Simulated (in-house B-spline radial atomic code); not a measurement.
Results of a calculation; reference values are marked as such.
## Two electrons in InAs: a Gaussian well −V exp(−r²/w²) with V = 45.5 meV and w = 45 nm

For InAs the NSM archive of the Ioffe Institute lists m* = 0.023 m0 and ε = 15.15. In so narrow a gap the band flattens within tens of meV, so real spacings are smaller, by up to some tenths.

Effective-mass model with parabolic bands, a uniform dielectric constant, no image charges, no central-cell or spin-orbit terms. Two-electron levels come from full CI in B-splines with partial waves to l = 5 (up to 0.001 effective hartree above the limit).

**Question.** What are the effective units, and what is the potential in them?

**Answer.** Ha* = 27211.386 meV × 0.023/15.15² = 2.727 meV and a* = 0.0529177 nm × 15.15/0.023 = 34.86 nm. V = 16.7 Ha* and w = 1.29 a*.

In these units the lowest s and p orbitals lie at -10.5606 and -6.8956, and their Coulomb and exchange integrals are J_ss = 1.5433, J_sp = 1.2393 and K_sp = 0.2378. Full CI gives -19.6538 for the ground singlet, -16.4741 for the sp triplet, -16.0563 for the sp singlet and -13.7671 for the lowest triplet of two s orbitals.

**Question.** What does it cost to add the second electron, to first order and exactly?

**Answer.** To first order E = 2ε_s + J_ss = -19.5779, so the charging energy E(2) − 2E(1) is J_ss = 4.208 meV. CI gives -19.6538 − 2 × (-10.5606) = 1.4673, or 4.001 meV: relaxation and correlation lower it by 0.2072 meV, 4.9 % of J_ss. The s² configuration of one-electron orbitals holds 99.1 % of the state, and the mean radius is 21.3 nm. The second electron is bound by ε_s − E = 24.8 meV, against 28.8 meV for the first.

**Question.** How far above the singlet do the triplets lie?

**Answer.** To first order the sp triplet lies at ε_s + ε_p + J_sp − K_sp = -16.4547, which is 8.516 meV above 2ε_s + J_ss. CI gives -16.4741 − (-19.6538) = 3.1798, or 8.671 meV, 87 % of the orbital spacing of 9.994 meV. The ss triplet lies 16.05 meV up, so the lower of the two is the sp one, and its gap equals k_BT at 101 K. The sp singlet-triplet splitting is 1.139 meV, against 2K_sp = 1.297 meV.
